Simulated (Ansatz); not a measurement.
Ideal-gas functions of `[OH][Ta]([F])([F])([F])[Cl]` at 600 K and 1 bar, from an Ansatz frequency run at PBE0-D4/def2-TZVP.

Molar mass 290.4 g/mol, point group Cs (symmetry number 1), electronic degeneracy 1, moments of inertia 232.71, 309.957, 339.068 u Å². Harmonic wavenumbers (cm⁻¹, unscaled): 72, 92, 153, 187, 193, 275, 295, 354, 389, 423, 643, 688, 690, 767, 3993.

Use S(trans) = R[1.5 ln M + 2.5 ln T − 1.1517]; rotational temperatures θ = 24.2544 K / I; S(rot) = R[ln(√π/σ · √(T³/θAθBθC)) + 1.5]; for each mode x = 1.438777 ν̃/T, S = R[x/(eˣ − 1) − ln(1 − e⁻ˣ)] and H = RT x/(eˣ − 1); 1 cm⁻¹ = 0.0119627 kJ/mol; R = 8.31446 J/(mol·K).

By hand: the entropy, in J/(mol·K).

Translation 194.1. Rotation: θ = 0.1042, 0.0783, 0.0715 K, giving 128.0. Vibration, mode by mode: 22.93, 20.90, 16.70, 15.05, 14.79, 11.93, 11.36, 9.92, 9.19, 8.54, 5.49, 5.03, 5.02, 4.33, 0.01, in all 161.2. Electronic 0.0. Sum 483.3 J/(mol·K).

By hand: H − E and G − E in kJ/mol, counted from the electronic energy.

Zero-point energy ½ × 9214 × 0.0119627 = 55.1; thermal vibration 44.8; translation, rotation and pV give 4 RT = 20.0. H − E = 119.9 kJ/mol, and G − E = 119.9 − 600 × 483.3/1000 = -170.1 kJ/mol.

Vibration gives 33 % of the entropy, 43.8 J/(mol·K) of it from the modes under 150 cm⁻¹: soft modes count most, and the harmonic formula is weakest for them. The sum counts one conformer and one mirror image; others add a mixing term.
